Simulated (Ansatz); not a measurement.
# Nudged elastic band run: ClH$_{3}$OSn

The input (input.yaml):

```yaml
crystal:
  periodic: [false, false, false]
  atoms:
    - { symbol: Sn, position_ang: [0.265175, 0.06146, 0.090253] }
    - { symbol: Cl, position_ang: [0.632664, 0.057952, 2.416857] }
    - { symbol: H, position_ang: [1.778853, -0.273954, -0.628661] }
    - { symbol: H, position_ang: [-0.532224, 1.499282, -0.342822] }
    - { symbol: O, position_ang: [-1.042052, -1.367363, -0.295359] }
    - { symbol: H, position_ang: [-0.791315, -2.221978, 0.074532] }
basis:
  gaussian: { orbitals: def2-SVP }
hamiltonian:
  xc: pbe0
  dispersion: d4
neb:
  order_check: false
  images: 7
  f_tol: 0.05
  max_iterations: 60
  final_atoms:
    - { symbol: Sn, position_ang: [-0.27648178, 0.04336054, -0.87641399] }
    - { symbol: Cl, position_ang: [1.62578422, 0.33778992, 1.53135914] }
    - { symbol: H, position_ang: [2.64488776, -0.28878831, 1.05300614] }
    - { symbol: H, position_ang: [-1.0966244, 1.31790793, 0.05622873] }
    - { symbol: O, position_ang: [-1.40781565, -1.39668172, -0.04090767] }
    - { symbol: H, position_ang: [-1.17864915, -2.25818936, -0.40847235] }
  initial_path:
    images:
      - { positions_ang: [[0.265175, 0.06146, 0.090253], [0.632664, 0.057952, 2.416857], [1.778853, -0.273954, -0.628661], [-0.532224, 1.499282, -0.342822], [-1.042052, -1.367363, -0.295359], [-0.791315, -2.221978, 0.074532]] }
      - { positions_ang: [[0.19873175, 0.04610476, 0.06774209], [0.8475549, 0.04530401, 2.34791112], [1.81225903, -0.20191204, -0.39089992], [-0.60540703, 1.47812644, -0.40335122], [-1.00766493, -1.42679562, -0.38784372], [-0.93437272, -2.18542854, 0.08124166]] }
      - { positions_ang: [[0.1322885, 0.03074951, 0.04523118], [1.06244581, 0.03265602, 2.27896524], [1.84566506, -0.12987008, -0.15313883], [-0.67859006, 1.45697089, -0.46388044], [-0.97327786, -1.48622825, -0.48032845], [-1.07743045, -2.14887909, 0.08795131]] }
      - { positions_ang: [[0.06584526, 0.01539427, 0.02272027], [1.27733671, 0.02000802, 2.21001936], [1.87907109, -0.05782811, 0.08462225], [-0.75177309, 1.43581533, -0.52440967], [-0.93889079, -1.54566087, -0.57281317], [-1.22048817, -2.11232963, 0.09466097]] }
      - { positions_ang: [[-0.00059799, 3.902e-05, 0.00020936], [1.49222761, 0.00736003, 2.14107347], [1.91247712, 0.01421385, 0.32238334], [-0.82495611, 1.41465977, -0.58493889], [-0.90450372, -1.6050935, -0.6652979], [-1.36354589, -2.07578018, 0.10137062]] }
      - { positions_ang: [[-0.06956894, 0.0108694, -0.21894648], [1.52561676, 0.0899675, 1.98864489], [2.09557978, -0.06153669, 0.50503904], [-0.89287319, 1.39047181, -0.42464698], [-1.03033171, -1.55299055, -0.50920034], [-1.31732171, -2.12138247, -0.02609012]] }
      - { positions_ang: [[-0.13853988, 0.02169978, -0.43810232], [1.55900591, 0.17257498, 1.83621631], [2.27868244, -0.13728723, 0.68769474], [-0.96079026, 1.36628385, -0.26435508], [-1.15615969, -1.50088761, -0.35310279], [-1.27109752, -2.16698477, -0.15355086]] }
      - { positions_ang: [[-0.20751083, 0.03253016, -0.65725816], [1.59239507, 0.25518245, 1.68378772], [2.4617851, -0.21303777, 0.87035044], [-1.02870733, 1.34209589, -0.10406317], [-1.28198767, -1.44878467, -0.19700523], [-1.22487333, -2.21258707, -0.28101161]] }
      - { positions_ang: [[-0.27648178, 0.04336054, -0.87641399], [1.62578422, 0.33778992, 1.53135914], [2.64488776, -0.28878831, 1.05300614], [-1.0966244, 1.31790793, 0.05622873], [-1.40781565, -1.39668172, -0.04090767], [-1.17864915, -2.25818936, -0.40847235]] }
```

Command:

```bash
$ ansatz run input.yaml --threads 2 --pin off --max-ram 3072MiB --backend cpu --events-out ev --progress --plain --runs-dir out
```

Output, in part (warnings, iteration lines, the closing report on the highest movable image, with atoms numbered from 0):

```
NEB end point (image 0): max|allowed force component| = 1.405e-2 eV/Å (the criterion of neb.relax_end_points is 1.000e-2)
NEB end point (image 8): max|allowed force component| = 3.304e-3 eV/Å (the criterion of neb.relax_end_points is 1.000e-2)
NEB iter   1: max|band force component| = 3.462e1 eV/Å  barrier→ = 5.9649 eV  barrier← = 4.9655 eV  Δτ_max = 0.1966 Å  (226 SCF iters)
NEB iter   2: max|band force component| = 4.670e0 eV/Å  barrier→ = 2.2411 eV  barrier← = 1.2417 eV  Δτ_max = 0.1937 Å  (221 SCF iters)
NEB iter   3: max|band force component| = 1.646e0 eV/Å  barrier→ = 2.1134 eV  barrier← = 1.1140 eV  Δτ_max = 0.2000 Å  (217 SCF iters)
NEB iter   4: max|band force component| = 2.611e0 eV/Å  barrier→ = 1.9185 eV  barrier← = 0.9191 eV  Δτ_max = 0.0993 Å  (216 SCF iters)
NEB iter   5: max|band force component| = 8.520e-1 eV/Å  barrier→ = 1.7289 eV  barrier← = 0.7295 eV  Δτ_max = 0.1956 Å  (204 SCF iters)
NEB iter   6: max|band force component| = 1.870e0 eV/Å  barrier→ = 1.7488 eV  barrier← = 0.7494 eV  Δτ_max = 0.1001 Å  (214 SCF iters)
NEB iter   7: max|band force component| = 1.632e0 eV/Å  barrier→ = 1.8020 eV  barrier← = 0.8026 eV  Δτ_max = 0.0882 Å  (200 SCF iters)
NEB iter   8: max|band force component| = 7.469e-1 eV/Å  barrier→ = 1.7497 eV  barrier← = 0.7503 eV  Δτ_max = 0.0618 Å  (203 SCF iters)
NEB iter   9: max|band force component| = 9.179e-1 eV/Å  barrier→ = 1.7215 eV  barrier← = 0.7221 eV  CI = image 4  Δτ_max = 0.1020 Å  (204 SCF iters)
NEB iter  10: max|band force component| = 6.886e-1 eV/Å  barrier→ = 1.8707 eV  barrier← = 0.8713 eV  CI = image 4  Δτ_max = 0.0720 Å  (206 SCF iters)
NEB iter  11: max|band force component| = 3.637e-1 eV/Å  barrier→ = 1.8464 eV  barrier← = 0.8470 eV  CI = image 4  Δτ_max = 0.0353 Å  (208 SCF iters)
NEB iter  12: max|band force component| = 1.281e-1 eV/Å  barrier→ = 1.8465 eV  barrier← = 0.8471 eV  CI = image 4  Δτ_max = 0.0232 Å  (205 SCF iters)
NEB iter  13: max|band force component| = 3.961e-2 eV/Å  barrier→ = 1.8456 eV  barrier← = 0.8462 eV  CI = image 4  Δτ_max = 0.0000 Å  (379 SCF iters)
Total energy: -20437.40617536 eV, -751.0608239731 hartree
Atom 0 at     0.197382     0.008109    -0.366526 Å, force     0.003233    -0.003313     0.019824 eV/Å
Atom 1 at     1.263241     0.131661     2.076551 Å, force     0.004849     0.010097     0.000028 eV/Å
Atom 2 at     1.781627    -0.235664     0.429718 Å, force    -0.010282    -0.002444    -0.007714 eV/Å
Atom 3 at    -0.767430     1.429495    -0.475950 Å, force     0.004539    -0.005645    -0.000161 eV/Å
Atom 4 at    -1.249051    -1.341067    -0.235696 Å, force    -0.015155     0.028884    -0.009389 eV/Å
Atom 5 at    -0.914667    -2.237135    -0.113297 Å, force     0.012817    -0.027578    -0.002589 eV/Å
Dipole moment:     0.178267    -0.116106    -0.554868 e Å
```

The forces met the threshold. A vibrational analysis at the climbing image gives one clearly imaginary mode, 991i cm⁻¹: a first-order saddle point. The orbitals stay closed-shell, which can raise the energy where a bond breaks towards radicals; this wasn't checked here.

Final band (atoms are numbered from 1 in the order of the input):

```
image  path coordinate (Å)  energy (kcal/mol)  Sn1–H3 (Å)  Cl2–H3 (Å)
    0                 0.00                0.0        1.71        3.27
    1                 0.39                1.9        1.70        3.02
    2                 0.77               11.5        1.69        2.60
    3                 1.16               30.4        1.69        2.17
    4                 1.55               42.6        1.79        1.77
    5                 1.99               30.3        2.15        1.36
    6                 2.43               25.3        2.68        1.29
    7                 2.87               23.6        3.16        1.29
    8                 3.31               23.0        3.52        1.29
```

Run time: 2.6 min on 2 threads of Arm Neoverse V1, with other jobs on the host, peak memory 0.15 GiB.
